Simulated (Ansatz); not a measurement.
Relaxation of CH6FOSSbSi (12 atoms, charge 0, multiplicity 1), to a largest force component of 0.015 eV/Å in at most 40 steps.

Method: Ansatz, RKS PBE-D4/def2-SVP.

```xyz
12
Properties=species:S:1:pos:R:3
C -1.118 0.905 -1.417
Si -0.505 0.286 0.183
F -1.034 1.307 1.421
S -1.212 -1.677 0.493
O 1.219 0.233 0.081
Sb 1.864 -0.177 1.970
H -2.248 0.985 -1.382
H -0.734 1.990 -1.606
H -0.844 0.304 -2.217
H -0.652 -2.174 -0.639
H 3.536 -0.124 1.478
H 1.805 -1.914 1.670
```

Q: Where does it end, and by what steps?

A: The forces met the threshold. After 13 steps the energy has fallen by 0.594 eV; H12 moved furthest, 0.85 Å.

```tsv
step	energy less start (eV)	largest force component (eV/Å)	accepted
0	0.0000	3.705	yes
1	-0.3959	1.360	yes
2	-0.4904	0.942	yes
3	-0.5287	1.207	yes
4	-0.5541	0.460	yes
5	-0.5756	0.341	yes
6	-0.5877	0.078	yes
7	-0.5870	0.178	no
8	-0.5909	0.050	yes
9	-0.5879	0.181	no
10	-0.5932	0.042	yes
11	-0.5936	0.064	yes
12	-0.5937	0.022	yes
13	-0.5937	0.009	yes
```

```xyz
12
Properties=species:S:1:pos:R:3
C -1.055 0.949 -1.491
Si -0.633 0.375 0.228
F -1.366 1.359 1.318
S -1.441 -1.570 0.758
O 1.006 0.385 0.434
Sb 1.916 -0.624 1.972
H -2.153 1.008 -1.623
H -0.618 1.952 -1.672
H -0.644 0.252 -2.249
H -0.710 -2.210 -0.199
H 3.451 0.088 1.552
H 2.323 -2.019 1.005
```

The run took 54 s on 2 threads of Intel(R) Xeon(R) Platinum 8259CL CPU @ 2.50GHz (Skylake/Cascade Lake) (shared host), peak memory 0.24 GiB.
